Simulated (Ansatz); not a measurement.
Relaxation of Cl3FH4NSTa (11 atoms, charge 0, multiplicity 1), to a largest force component of 0.03 eV/Å in at most 50 steps.

Method: RHF/def2-SVP (Ansatz).

```xyz
11
Properties=species:S:1:pos:R:3
Ta -0.427 0.546 0.292
N 2.819 -0.241 0.186
H 3.257 -0.837 0.866
H 3.261 -0.392 -0.703
Cl -0.316 -0.247 2.497
Cl 0.090 1.312 -1.852
Cl -2.611 1.199 0.334
F -0.337 -1.208 -0.318
S 1.036 2.424 0.990
H 1.013 2.252 2.313
H 2.961 0.739 0.463
```

Question: Where does it end, and by what steps?

Answer: The forces met the threshold. After 9 steps the energy has fallen by 0.910 eV; H4 moved furthest, 0.75 Å. Joined: Ta1–N2 (3.34 → 2.36 Å).

| step | energy less start (eV) | largest force component (eV/Å) | accepted |
| --- | --- | --- | --- |
| 0 | 0.0000 | 1.135 | yes |
| 1 | -0.1963 | 1.334 | yes |
| 2 | -0.4067 | 1.626 | yes |
| 3 | -0.7031 | 1.550 | yes |
| 4 | -0.8033 | 1.560 | yes |
| 5 | -0.8932 | 0.371 | yes |
| 6 | -0.9045 | 0.231 | yes |
| 7 | -0.9057 | 0.143 | yes |
| 8 | -0.9089 | 0.135 | yes |
| 9 | -0.9097 | 0.025 | yes |

```xyz
11
Properties=species:S:1:pos:R:3
Ta 0.063 0.528 0.297
N 2.328 -0.135 0.190
H 2.525 -0.836 0.888
H 2.523 -0.542 -0.713
Cl 0.223 -0.322 2.503
Cl 0.530 1.402 -1.839
Cl -2.217 0.864 0.298
F 0.031 -1.232 -0.403
S 0.938 2.681 1.098
H 0.835 2.509 2.417
H 2.968 0.631 0.333
```

Whether the end is a true minimum wasn't checked by a vibrational analysis.

Run time: 30 s on 4 threads of Arm Neoverse V1, on a shared host, peak memory 0.5 GiB.
